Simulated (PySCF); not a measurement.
C$_{3}$H$_{5}$Cl$_{2}$In, singlet, geometry from GFN2-xTB (such geometries of metal compounds can be far from the true shape) (all electrons, no relativity); CASCI(4,4)/STO-3G (PySCF).

PySCF was given this input:
```python
from pyscf import gto, scf, mcscf
import numpy

mol = gto.M(
    atom='''
In   -0.03617720   -0.12362599    0.30267040
C    -0.15300475   -1.28364765   -1.69103793
C    -0.43928405   -0.36185205   -2.78450576
C     0.49094045    0.13874511   -3.59320248
H    -0.94015370   -2.01157548   -1.50281636
H     0.82406447   -1.75974516   -1.75400336
H    -1.47831518   -0.08570095   -2.92378660
H     1.53366376   -0.11760206   -3.47947250
H     0.24091225    0.80181589   -4.40291423
Cl   -0.76941092    2.06718974    0.54797058
Cl    0.89885806   -0.99242452    2.25465416
''',
    basis='sto-3g',
    verbose=4,
)

mf = scf.RHF(mol)
mf.kernel()
mc = mcscf.CASCI(mf, 4, 4)
mc.fix_spin_(ss=0.0)
mc.kernel()
occ = numpy.linalg.eigvalsh(mc.fcisolver.make_rdm1(mc.ci, mc.ncas, mc.nelecas))[::-1]
ss = mc.fcisolver.spin_square(mc.ci, mc.ncas, mc.nelecas)[0]
print('natural occupations', occ.round(4), ' <S^2>', round(ss, 4))
```

Output, abridged:

```
PySCF version 2.14.0

[INPUT] verbose = 4
[INPUT] num. atoms = 11
[INPUT] num. electrons = 106
[INPUT] charge = 0
[INPUT] spin (= nelec alpha-beta = 2S) = 0
[INPUT] symmetry False subgroup None
[INPUT] Mole.unit = angstrom
[INPUT] Symbol           X                Y                Z      unit          X                Y                Z       unit  Magmom
[INPUT]  1 In    -0.036177200000  -0.123625990000   0.302670400000 AA   -0.068364999954  -0.233619262978   0.571964162013 Bohr   0.0
[INPUT]  2 C     -0.153004750000  -1.283647650000  -1.691037930000 AA   -0.289137073258  -2.425742498942  -3.195598553951 Bohr   0.0
[INPUT]  3 C     -0.439284050000  -0.361852050000  -2.784505760000 AA   -0.830126545390  -0.683801272112  -5.261953278674 Bohr   0.0
[INPUT]  4 C      0.490940450000   0.138745110000  -3.593202480000 AA    0.927742993971   0.262190259023  -6.790168597308 Bohr   0.0
[INPUT]  5 H     -0.940153700000  -2.011575480000  -1.502816360000 AA   -1.776633007997  -3.801326736091  -2.839911335916 Bohr   0.0
[INPUT]  6 H      0.824064470000  -1.759745160000  -1.754003360000 AA    1.557256157285  -3.325436401429  -3.314585971967 Bohr   0.0
[INPUT]  7 H     -1.478315180000  -0.085700950000  -2.923786600000 AA   -2.793610815987  -0.161951324115  -5.525155920673 Bohr   0.0
[INPUT]  8 H      1.533663760000  -0.117602060000  -3.479472500000 AA    2.898204473571  -0.222235685085  -6.575250082956 Bohr   0.0
[INPUT]  9 H      0.240912250000   0.801815890000  -4.402914230000 AA    0.455258172553   1.515212434424  -8.320302044650 Bohr   0.0
[INPUT] 10 Cl    -0.769410920000   2.067189740000   0.547970580000 AA   -1.453975916050   3.906422456111   1.035514320519 Bohr   0.0
[INPUT] 11 Cl     0.898858060000  -0.992424520000   2.254654160000 AA    1.698595558258  -1.875410542103   4.260678868011 Bohr   0.0

nuclear repulsion = 765.986942821054
number of shells = 35
number of NR pGTOs = 195
number of NR cGTOs = 65
basis = sto-3g
ecp = {}

******** <class 'pyscf.scf.hf.RHF'> ********
method = RHF
initial guess = minao
damping factor = 0
level_shift factor = 0
DIIS = <class 'pyscf.scf.diis.CDIIS'>
diis_start_cycle = 1
diis_space = 8
diis_damp = 0
SCF conv_tol = 1e-09
SCF conv_tol_grad = None
SCF max_cycles = 50
direct_scf = True
direct_scf_tol = 1e-13
Set gradient conv threshold to 3.16228e-05
Initial guess from minao.
init E= -6691.68255562869
  HOMO = -0.390373312202069  LUMO = -0.265088497558428  gap/eV = 3.40917
cycle= 1 E= -6707.11665031796  delta_E= -15.4  |g|= 0.479  |ddm|= 4.04
  HOMO = -0.248259395515169  LUMO = 0.156117502956561  gap/eV = 11.00366
cycle= 2 E= -6707.28809830658  delta_E= -0.171  |g|= 0.182  |ddm|=  1.7
  HOMO = -0.246902068168925  LUMO = 0.178983691178544  gap/eV = 11.58894
cycle= 3 E= -6707.30341745709  delta_E= -0.0153  |g|= 0.0447  |ddm|= 0.339
  HOMO = -0.267281223660417  LUMO = 0.169861976099292  gap/eV = 11.89527
cycle= 4 E= -6707.30565136322  delta_E= -0.00223  |g|= 0.0169  |ddm|= 0.183
  HOMO = -0.268085684858647  LUMO = 0.169641992169565  gap/eV = 11.91118
cycle= 5 E= -6707.30583302118  delta_E= -0.000182  |g|= 0.00545  |ddm|= 0.044
  HOMO = -0.266990643162765  LUMO = 0.169224746360614  gap/eV = 11.87003
cycle= 6 E= -6707.3058637693  delta_E= -3.07e-05  |g|= 0.0022  |ddm|= 0.0213
  HOMO = -0.267067420729901  LUMO = 0.168904710875606  gap/eV = 11.86341
cycle= 7 E= -6707.30586598652  delta_E= -2.22e-06  |g|= 0.000658  |ddm|= 0.00428
  HOMO = -0.26709622020223  LUMO = 0.168798946230892  gap/eV = 11.86131
cycle= 8 E= -6707.30586630838  delta_E= -3.22e-07  |g|= 0.000143  |ddm|= 0.00198
  HOMO = -0.267084108536646  LUMO = 0.168803682045739  gap/eV = 11.86111
cycle= 9 E= -6707.30586632162  delta_E= -1.32e-08  |g|= 2.44e-05  |ddm|= 0.000406
  HOMO = -0.267084291743301  LUMO = 0.168801154022487  gap/eV = 11.86105
cycle= 10 E= -6707.30586632203  delta_E= -4.11e-10  |g|= 3.57e-06  |ddm|= 6.76e-05
  HOMO = -0.267084877014808  LUMO = 0.168801070096906  gap/eV = 11.86106
Extra cycle  E= -6707.30586632198  delta_E= 4.55e-11  |g|= 1.3e-06  |ddm|= 7.12e-06
converged SCF energy = -6707.30586632198

******** <class 'pyscf.mcscf.casci.CASCI'> ********
CAS (2e+2e, 4o), ncore = 51, nvir = 10
natorb = False
canonicalization = True
sorting_mo_energy = False
******** <class 'pyscf.fci.addons.SpinPenaltyFCISolver'> ********
max. cycles = 200
conv_tol = 1e-08
davidson only = True
linear dependence = 1e-12
level shift = 0.001
max iter space = 12
nroots = 1
pspace_size = 400
spin = None
Density matrix diagonal elements [1.99958458e+00 1.99520189e+00 3.39413339e-04 4.87412244e-03]
CASCI converged
CASCI E = -6707.30767971297  E(CI) = -2.50626677538003  S^2 = 0.0000000
natural occupations [1.9996e+00 1.9953e+00 5.0000e-03 1.0000e-04]  <S^2> 0.0
```
